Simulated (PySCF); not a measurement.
Write Cartesian coordinates for `BC(=C)CC` as optimised with PBE0-D3(BJ)/def2-SVP.

```
atom  x, y, z in Å
B1     1.3675    0.0534   -0.5638
C2     0.5022   -0.7581    0.4299
C3     1.1441   -1.4284    1.4104
C4    -1.0010   -0.7959    0.3090
C5    -1.6453    0.5383    0.6732
H6     0.8708    0.6387   -1.5013
H7     2.5676    0.0951   -0.4154
H8     2.2333   -1.3840    1.5061
H9     0.6113   -2.0472    2.1445
H10   -1.2714   -1.0507   -0.7301
H11   -1.4160   -1.5961    0.9454
H12   -2.7368    0.5071    0.5362
H13   -1.4406    0.8016    1.7226
H14   -1.2527    1.3531    0.0441
```

Orientation and origin are arbitrary. Atoms count from 1 in this order. Of the pairs four or more bonds apart, H9···H11 is among the closest relative to their van der Waals radii: 2.40 Å, 100 % of the sum of Bondi's values. The C–C distances run from 1.350 Å (C2=C3, drawn double) to 1.526 Å (C4–C5, drawn single), a spread of 0.176 Å. B1 (three-coordinate boron) is planar (angles 121.4°, 119.6° and 119.0°, sum 360.0°, 0.01 Å off the plane of its three neighbours).

Bonds between heavy atoms (Å): B1–C2 1.547, C2=C3 1.350, C2–C4 1.509, C4–C5 1.526.

Method: PySCF, PBE0-D3(BJ)/def2-SVP geometry optimisation, gas phase.

Point group: C1 (no symmetry element, even within 0.4 Å). PBE0-D3(BJ)/def2-SVP frequencies: not computed here. The numbers are those of one conformer (B1–C2–C4–C5 -70°).
